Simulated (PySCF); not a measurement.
# Computed properties of AlH, SMILES [AlH]

AlH, SMILES [AlH] (connectivity only; charge and spin as stated), neutral, multiplicity 1. Geometry: B3LYP-D3(BJ)/def2-TZVPD. Other conformers were not sampled. All values are computed for the isolated molecule unless a solvent is named; none is compared with measurement here.

**Structure.** The optimised structure has C∞v symmetry. All 1 harmonic modes at B3LYP-D3(BJ)/def2-TZVPD (PySCF) are real, so it is a minimum.

**Vibrations.** The strongest infrared lines (harmonic, unscaled, degenerate partners summed) lie at 1636 cm⁻¹ (704 km/mol, H 96 %). The softest mode is at 1636 cm⁻¹ and the zero-point energy is 2.3 kcal/mol.

**Electronic structure.** PBE0/def2-TZVPD (PySCF) places the frontier levels at -5.83 and -1.80 eV, a gap of 4.03 eV, and gives a dipole moment of 0.10 D and a mean polarisability of 47.4 bohr³. PBE/def2-TZVPD (PySCF) at the same geometry gives -4.90 and -2.54 eV, so its gap is 1.67 eV narrower. An orbital gap is neither the optical nor the fundamental gap.

**Excitations.** TDDFT-CAM-B3LYP/def2-TZVPD (PySCF) has S1 at 2.88 eV (431 nm, f = 0.091, bright); the most intense of the 10 singlets computed lies at 7.88 eV (f = 0.99). Strengths of degenerate partners are summed. T1 (TDA) is at 1.76 eV. TDDFT-PBE/def2-TZVPD (PySCF) puts S1 at 2.80 eV.

**NMR.** GIAO shifts at HF/pcSseg-2 (PySCF) (non-relativistic, atoms alike by connectivity averaged): ¹H at 8.6 ppm against TMS.
